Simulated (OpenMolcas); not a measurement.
## Cr3+, Mo3+, W3+: d³ down the group

- Program: OpenMolcas
- Method: SS-RASPT2, IPEA 0.25 Eh, imaginary shift 0.1 Eh
- Basis: ANO-R2
- Scalar Hamiltonian: X2C, finite nucleus
- Spin-orbit coupling: RASSI with atomic mean-field integrals over the reference wave functions, term energies averaged over their components

Active space for each ion: 9 electrons in 8 orbitals (RAS1 p, at most 2 holes; RAS2 d); closed shells correlated by CASPT2: Cr3+ 3s; Mo3+ 4s; W3+ 5s.

Computed levels in cm-1 above ⁴F_3/2:

```csv
Level,Cr3+,Mo3+,W3+
⁴F_5/2,261,817,4090
⁴F_7/2,616,1840,7600
⁴F_9/2,1058,2990,10200
⁴P_1/2,14780,10580,19410
⁴P_3/2,14890,10520,20200
⁴P_5/2,15200,11930,18560
²G_7/2,15800,11960,16510
²G_9/2,16180,12700,26200
²P_1/2,20340,14300,11890
weight of ⁴F in the lowest level (%),100,99,85
```

Mixed levels, with the weight of the term that names them: W3+ ⁴F_9/2 (68 %), W3+ ⁴P_1/2 (51 %), W3+ ⁴P_3/2 (50 %), W3+ ²G_9/2 (54 %), W3+ ²P_1/2 (51 %).

Measured, with the error of the calculation in %. Measured levels: Cr3+ from Sugar and Corliss, J. Phys. Chem. Ref. Data 6, 317 (1977); Mo3+ from Sugar and Musgrove, J. Phys. Chem. Ref. Data 17, 155 (1988); W3+ from the list in J. Phys. B 45, 035001 (2012).

```csv
Level,Cr3+,Mo3+,W3+
⁴F_5/2,236 (+10.6),778 (+5.0),3537 (+15.6)
⁴F_7/2,556 (+10.9),1760 (+4.6),6745 (+12.7)
⁴F_9/2,946 (+11.9),2865 (+4.5),9256 (+10.2)
⁴P_1/2,14059 (+5.1),10338 (+2.3),
⁴P_3/2,14177 (+5.1),10331 (+1.8),
⁴P_5/2,14471 (+5.0),11612 (+2.7),17190 (+8.0)
²G_7/2,15052 (+5.0),11580 (+3.3),15261 (+8.2)
²G_9/2,15402 (+5.0),12311 (+3.2),
²P_1/2,19519 (+4.2),14348 (-0.3),
```

The fine-structure level ⁴F_9/2 changes by a factor of 9.64 from Cr3+ to W3+.

Without spin-orbit coupling ⁴P lies 14440, 9710, 9660 cm-1 above ⁴F in that order; the difference to the level ⁴P_1/2, of either sign, comes from spin-orbit coupling, which also lowers the zero.

CASPT2 does not keep the components of a term degenerate, so their means are used; among the terms shown or strongly mixed into the levels shown the widest spread is 320 cm-1 (3d³ ⁴F, Cr3+). Over all roots computed the reference weight is 0.91 to 0.97 in W3+; the roots of lowest weight are the least certain, and an intruder state may touch them. Active for correlation alone: 3p; no level in the range computed is led by a configuration that opens it, so any true level of that kind is missing (holds for Cr3+). Active for correlation alone: 4p; no level in the range computed is led by a configuration that opens it, so any true level of that kind is missing (holds for Mo3+). Active for correlation alone: 5p; no level in the range computed is led by a configuration that opens it, so any true level of that kind is missing (holds for W3+). The CASPT2 spread within a term exceeds the gap to the next term for 5d³ ²H and 5d³ ²D(1), so the order of their levels is uncertain (holds for W3+). Some terms miss by over 15 % even with CASPT2, which points to a basis or an active space too small for the shells correlated (holds for W3+). Computed and measured levels are paired by configuration, term and J; levels that our copy of the source lacks, or whose pairing is in doubt (as where it misses far off the trend of its configuration), stay unpaired and out of the deviations. Only configurations of the active space appear.

A number in round brackets counts repeated terms of one configuration in the order of the reference energies.
